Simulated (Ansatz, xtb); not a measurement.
## Two structures of CBrClF2

Structure X: a singlet given by its coordinates. Structure Y: `FC(F)(Cl)Br`, a singlet. Both are isolated molecules in the gas phase, relaxed with B3LYP/6-31G*.

X (Å):

```xyz
5

C    -0.5034    0.7859   -1.1072
Br    2.0076   -1.6127    1.0841
Cl    0.2488    0.1374    0.2684
F    -1.3671    0.0659   -1.7648
F     0.1791    1.5523   -1.9095
```

Close contacts (Å): C1–Cl3 1.70, C1–F4 1.30, C1–F5 1.30, Br2–Cl3 2.61.

Y (Å):

```xyz
5

C    -0.7407    0.1880   -1.4139
Br   -1.6891    0.7149   -3.0526
Cl    0.5524   -0.9947   -1.7437
F    -1.6169   -0.3438   -0.5630
F    -0.2107    1.2754   -0.8562
```

Quicker runs give these differences E(Y) − E(X): GFN2-xTB −1.771 eV; HF/STO-3G −5.802 eV (at GFN2-xTB geometries); r2SCAN-D4/def2-SVP −2.490 eV (at GFN2-xTB geometries).

Problem. Estimate E(Y) − E(X) at the level CCSD(T)/def2-SVP + ΔMP2/def2-TZVPP.

Solution. Calculated at CCSD(T)/def2-SVP + ΔMP2/def2-TZVPP: E(Y) − E(X) = −2.546 eV, so structure Y lies lower.

How the difference moves with the method:

```csv
level,geometry,E(Y) − E(X) (eV),departure from the last row (eV),"job, with rough time for the two"
GFN2-xTB,GFN2-xTB,−1.771,+0.775,"optimisation, 0.35 s"
HF/STO-3G,GFN2-xTB,−5.802,−3.255,"single point, 0.7 s"
r2SCAN-D4/def2-SVP,GFN2-xTB,−2.490,+0.057,"single point, 3.3 s"
B3LYP/6-31G*,B3LYP/6-31G*,−2.434,+0.113,"optimisation, 48 s"
HF/def2-SVP,B3LYP/6-31G*,−3.741,−1.194,part of the CCSD(T) run
MP2/def2-SVP,B3LYP/6-31G*,−2.827,−0.280,part of the CCSD(T) run
CCSD(T)/def2-SVP,B3LYP/6-31G*,−2.590,−0.043,single point
CCSD(T)/def2-SVP + ΔMP2/def2-TZVPP,B3LYP/6-31G*,−2.546,,"single point, 44 s"
```

The levels shown agree on the order. The largest departure from CCSD(T)/def2-SVP + ΔMP2/def2-TZVPP is that of HF/STO-3G, 3.255 eV. The last row adds to CCSD(T) the change of the MP2 difference between the two basis sets, here +0.043 eV.

With harmonic frequencies from B3LYP/6-31G* (ideal gas, rigid rotor, one conformer each, 298.15 K, 1 atm): the zero-point term adds +0.031 eV; ΔH is −2.539 and ΔG −2.462 eV.

The T1 diagnostic of structure X is large, so the coupled-cluster value is less sure. The correlated steps freeze 17 core orbitals; the filled d shell of Br is correlated, in a basis made for valence electrons. Run with Ansatz 0.2.0, xtb 6.7.1; the last row on 1 thread of Intel(R) Xeon(R) Platinum 8488C (Sapphire Rapids) on a shared host.
